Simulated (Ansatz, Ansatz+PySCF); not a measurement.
```xyz
12

C     1.4091   -0.0500    0.0000
C     0.6613    1.2453    0.0000
C    -0.6613    1.2453    0.0000
C    -1.4091   -0.0500    0.0000
C    -0.7479   -1.1953    0.0000
C     0.7479   -1.1953    0.0000
H     2.4941   -0.0500    0.0000
H     1.2038    2.1850    0.0000
H    -1.2038    2.1850    0.0000
H    -2.4941   -0.0500    0.0000
H    -1.2904   -2.1350    0.0000
H     1.2904   -2.1350    0.0000
```

Basis set: def2-SVP (spherical functions). Charge 0, multiplicity 1.

Computed with Ansatz (development build ahead of 0.2.0); each method stands on the lowest determinant of its kind that the runs found. Restricted functionals stand beside restricted open-shell atoms, which can lie above the unrestricted atoms usual in DFT and then raise those values.

(1) Give the atomization energy at this shape (free ground-state atoms in the same class of orbitals less the molecule, no zero-point energy) of singlet C₆H₆ by ωB97X (restricted), PBE0 (restricted), PBE0 (unrestricted), UHF, RHF.

## Answers

(1)

| method | atomization energy |
| --- | --- |
| ωB97X (restricted) | 1377.50 kcal/mol |
| PBE0 (restricted) | 1394.62 kcal/mol |
| PBE0 (unrestricted) | 1388.51 kcal/mol |
| UHF | 1035.16 kcal/mol |
| RHF | 1049.75 kcal/mol |

Caution: the shape is not the minimum. Caution for UHF: the unrestricted determinant is spin contaminated.
